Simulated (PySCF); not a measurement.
A structure optimised at PBE-D3(BJ)/def2-SVP, used in a PySCF frequency run:

```xyz
4

Si     0.4699    -0.3904     0.0000
F     -0.3059    -1.8285     0.0000
Cl    -0.1125     0.6448    -1.7016
Cl    -0.1125     0.6448     1.7016
```
Charge 0, spin multiplicity 2.

Question: Write its SMILES, formula and point group.

Answer: F[Si](Cl)Cl, Cl2FSi, Cs

Question: What are its rotational constants (standard atomic weights)?

Answer: 4.7609, 2.3598, 1.6703 GHz
